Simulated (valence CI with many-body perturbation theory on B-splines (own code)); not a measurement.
The numbers below are computed, except where a source is named.
# Sensitivity of CI+MBPT for Bi52+

Method: valence CI with perturbative core correlation (CI+MBPT): three valence electrons over a frozen Dirac-Fock core [Ar] 3d10, radial functions for each j: 6 s, 6 p, 5 d, 3 f, 1 g, with the one-electron correlation potential Σ1 (screened to all orders), the two-electron term Σ2, the three-electron term Σ3, Breit, model QED; selected single and double excitations, second order for the rest, scaled by the run's own slope (own B-spline code, finite nucleus).

No measured spectrum was set against this ion. As an estimate, large intervals hold to a few tenths of a per cent, small ones and those within an open d or f shell to about a per cent.

The reference run has the lowest level (4s^2 4p1/2) J=1/2 and an ionisation energy of 3152.57 eV. Its largest variational space holds 2942 state functions.

Levels are named by their leading jj configuration (3d3/2^4 stands for four electrons in 3d with j = 3/2), which in mixed levels can hold well under half, so a name can repeat and another be missing. Letters in brackets count levels of one name in rising energy.

Changed runs:
A. Breit term on → off; QED terms on → off
B. scale of Σ1 1 → 0
C. correlating orbitals by l 3 3 3 2 1 → 1 1 5 0 3
D. Davidson iteration limit 60 → 2 (bad on purpose)

Excitation energies of the reference run in cm⁻¹, and shifts in cm⁻¹:

| Level | Reference | A | B | C | D |
| --- | --- | --- | --- | --- | --- |
| (4s 4p1/2^2) J=1/2 | 975265 | +2903 | +1212 | -25 | 0 |
| (4s^2 4p3/2) J=3/2 | 1462780 | +14957 | -2867 | -22 | 0 |
| (4s 4p1/2 4p3/2) J=3/2 [a] | 2306320 | +17834 | -1617 | -313 | 0 |
| (4s 4p1/2 4p3/2) J=5/2 | 2388470 | +18862 | -1634 | -122 | 0 |
| (4s 4p1/2 4p3/2) J=3/2 [b] | 2501170 | +18427 | -1611 | +81 | 0 |
| (4s 4p1/2 4p3/2) J=1/2 | 2520300 | +17815 | -1655 | +104 | 0 |
| (4s^2 4d3/2) J=3/2 | 3027840 | +22386 | -477 | +326 | 0 |
| (4s^2 4d5/2) J=5/2 | 3316640 | +27882 | -1608 | +247 | 0 |
| (4p1/2^2 4p3/2) J=3/2 | 3472760 | +21277 | -387 | -185 | 0 |
| (4s 4p1/2 4d3/2) J=3/2 [a] | 3795550 | +25225 | +848 | -285 | 0 |
| (4s 4p3/2^2) J=5/2 | 3826890 | +33060 | -4423 | -96 | 0 |
| (4s 4p1/2 4d3/2) J=5/2 | 3869710 | +26189 | +813 | -59 | 0 |
| Ionisation energy (eV) | 3152.57 | +4.67 | -2.06 | -0.045 | 0 |

Run D: The Davidson iterations stopped at their limit.
